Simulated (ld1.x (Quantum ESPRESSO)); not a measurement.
# Building the ultrasoft potential for iron (Fe) (PBE, scalar-relativistic).

Fe (Z = 26), ultrasoft, made with ld1.x (Quantum ESPRESSO) 7.5 (PBE, scalar-relativistic). Core [Ne], reference 3s2 3p6 3d6 4s1 4p0 (charge +1). Waves: 3s (bound): rcut 1.10, rcutus 1.58 bohr; 4s (bound): rcut 1.10, rcutus 1.58 bohr; 3p (bound): rcut 1.15, rcutus 1.30 bohr; 4p (bound, empty): rcut 1.15, rcutus 1.30 bohr; 3d (bound): rcut 0.75, rcutus 0.90 bohr; 3d channel at 0.05 Ry: rcut 0.75, rcutus 0.90 bohr. Local part: all-electron potential smoothed inside 0.95 bohr (lloc = -1). Core correction: Bessel-smoothed model core, default radius (core density twice the valence density). Augmentation charge: built from norm-conserving waves at rcut, not smoothed further.

Poles of the logarithmic derivatives, all-electron (AE) and pseudo (PS). s: poles at -7.3 (AE) and -7.4, 4.0 (PS) Ry. p: poles at -4.7 (AE) and -4.8, -2.5 (PS) Ry. d: poles at -0.5 (AE) and -0.5 (PS) Ry. Test radius 1.75 bohr.

* Largest excitation error: +1792 meV (all-electron minus pseudo) for 3s2 3p6 3d6 4s0 4p0, out of 7 test configurations
* Lowest eigenvalue of the overlap operator: -0.13 (p channel); it is negative, so in a basis up to 400 Ry S is not positive definite and the file is unfit for use

A Bessel basis up to 400 Ry misses an occupied level by 0.04 Ry, so cutoffs and ghosts were not judged. Its overlap operator is not positive definite in a basis up to 400 Ry (lowest eigenvalue s -0.10, p -0.13), so the file is unfit for use: the generalised eigenproblem breaks down once the basis is large enough, and its test numbers describe a broken file. The potential misses its own reference levels by up to 1.4 eV, so it is not fit for use.
